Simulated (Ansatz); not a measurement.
Stepwise reaction of `[F][GeH2][F]` with water, as a gas-phase model of exchange steps in deposition or etching. ΔE in kJ/mol; ΔG adds harmonic PBE0-D4 terms to CCSD(T)/CBS, at 1 bar.

Calculated with Ansatz (gas phase, PBE0-D4/def2-TZVP geometries, no zero-point term in ΔE). CCSD(T)/CBS is the MP2 limit (def2-TZVPP, def2-QZVPP) plus CCSD(T) − MP2 in def2-TZVPP, frozen cores. This one scheme is used for every species. DFT in def2-TZVPP. B3LYP here is the variant with VWN-RPA as its local correlation; programs differ in this. For Ge outer-core shells are correlated without core-valence functions, which leaves a few kJ/mol of doubt a bond. Scalar relativity is left out up to krypton. Each species was taken in one conformer, which may not be the lowest.

| step | reaction | PBE-D4 | B3LYP-D4 | ωB97M-V | CCSD(T)/CBS | ΔG(400 K) |
| --- | --- | --- | --- | --- | --- | --- |
| 1 | `[F][GeH2][F]` + H₂O → `[OH][GeH]([F])[F]` + H₂ | -27.9 | -29.6 | -30.7 | -29.1 | -32.3 |

Give the row of step 2, `[OH][GeH]([F])[F]` + H₂O → `[OH][Ge]([OH])([F])[F]` + H₂. (An estimate is asked.)

The calculation gave: 
| step | reaction | PBE-D4 | B3LYP-D4 | ωB97M-V | CCSD(T)/CBS | ΔG(400 K) |
| --- | --- | --- | --- | --- | --- | --- |
| 2 | `[OH][GeH]([F])[F]` + H₂O → `[OH][Ge]([OH])([F])[F]` + H₂ | -12.1 | -14.1 | -15.3 | -14.2 | -13.3 |

By hand: ΔE of the 2 steps together at CCSD(T)/CBS.

(-29.1) + (-14.2) = -43.3 kJ/mol, or -21.6 kJ/mol a step.

In ΔE each step is higher than the one before. All are downhill at CCSD(T)/CBS. ΔG lies between -32.3 and -13.3 kJ/mol a step. PBE-D4 differs from CCSD(T)/CBS by 1.2 to 2.1 kJ/mol a step. Isolated molecules leave out the surface, adducts and barriers. Largest T1 diagnostic: 0.012.
